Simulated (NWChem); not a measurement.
System meant: GeSiH$_{4}$S, singlet; SMILES [SiH3][Ge][SH]

Input file for NWChem:

```
start job
memory heap 200 mb stack 900 mb global 1100 mb
geometry units angstroms noautoz
  Ge    -0.732647     0.180896    -0.567409
  S      0.802001     1.500927     0.404908
  H      0.149415     2.689145     0.216289
  Si     0.671250    -1.816902    -0.089262
  H      1.972262    -1.545148     0.624503
  H      0.982249    -2.518028    -1.391111
  H     -0.131679    -2.789578     0.742788
end
basis spherical
  * library def2-svp
end
dft
  odft
  mult 2
  xc pbe0
  iterations 150
  mulliken
end
task dft energy
```

End of the output:

```
                                 NWChem DFT Module
                                 -----------------

 Summary of "ao basis" -> "ao basis" (spherical)
 ------------------------------------------------------------------------------
       Tag                 Description            Shells   Functions and Types
 ---------------- ------------------------------  ------  ---------------------
 Ge                         def2-svp                12       32   5s4p3d
 S                          def2-svp                 8       18   4s3p1d
 H                          def2-svp                 3        5   2s1p
 Si                         def2-svp                 8       18   4s3p1d

 Summary of "ao basis" -> "ao basis" (spherical)
 ------------------------------------------------------------------------------
       Tag                 Description            Shells   Functions and Types
 ---------------- ------------------------------  ------  ---------------------
 Ge                         def2-svp                12       32   5s4p3d
 S                          def2-svp                 8       18   4s3p1d
 H                          def2-svp                 3        5   2s1p
 Si                         def2-svp                 8       18   4s3p1d

      Symmetry analysis of basis
      --------------------------

        a'         61
        a"         27

  number of electrons :                   66
  multiplicity        :                    2
 ------------------------------------------------------------------------
  no. of electrons and multiplicity not compatible                  66
 ------------------------------------------------------------------------
 ------------------------------------------------------------------------
  current input line :
    22: task dft energy
 ------------------------------------------------------------------------
 ------------------------------------------------------------------------
 There is an error in the input file
 ------------------------------------------------------------------------
 For more information see the NWChem manual at https://nwchemgit.github.io

0: no. of electrons and multiplicity not compatible:Received an Error in Communication
```

Task: What is wrong, and how is it mended?

Result: The input was rejected before any calculation. Cause: the multiplicity doesn't fit the number of electrons (an even count wants an odd multiplicity, and the reverse). This input runs:
```
start job
memory heap 200 mb stack 900 mb global 1100 mb
geometry units angstroms noautoz
  Ge    -0.732647     0.180896    -0.567409
  S      0.802001     1.500927     0.404908
  H      0.149415     2.689145     0.216289
  Si     0.671250    -1.816902    -0.089262
  H      1.972262    -1.545148     0.624503
  H      0.982249    -2.518028    -1.391111
  H     -0.131679    -2.789578     0.742788
end
basis spherical
  * library def2-svp
end
dft
  xc pbe0
  iterations 150
  mulliken
end
task dft energy
```
It converges to -2766.09420 Ha (PBE0/def2-SVP).
